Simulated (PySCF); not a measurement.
# Radial density of Ar²⁺ (argon, charge +2)

revPBE, [Ne] 3s2 3p3 3d1, high-spin 5D determinant (an excited configuration). Calculation: PySCF 2.14, in dyall-acv3z (19s12p6d4f, 113 functions); the non-relativistic Hamiltonian (point nucleus).

```csv
r (bohr),4πr²ρ (e/bohr),4πr²(ρα − ρβ)
0.00132,0.08021,0.0000
0.00222,0.2197,0.0000
0.00373,0.5886,-0.0001
0.00627,1.520,-0.0001
0.0105,3.686,-0.0002
0.0177,8.052,0.0001
0.0298,14.78,0.0041
0.0502,20.44,0.0288
0.0844,18.74,0.1336
0.142,14.37,0.4027
0.239,19.57,0.5944
0.402,17.04,0.1539
0.676,5.218,0.7555
1.14,4.901,2.9070
1.91,2.199,1.5731
3.22,0.1919,0.1736
5.41,0.001831,0.0018
```

The outer electron is Rydberg-like, and this basis confines it to a smaller radius and binds it less than a complete one would.
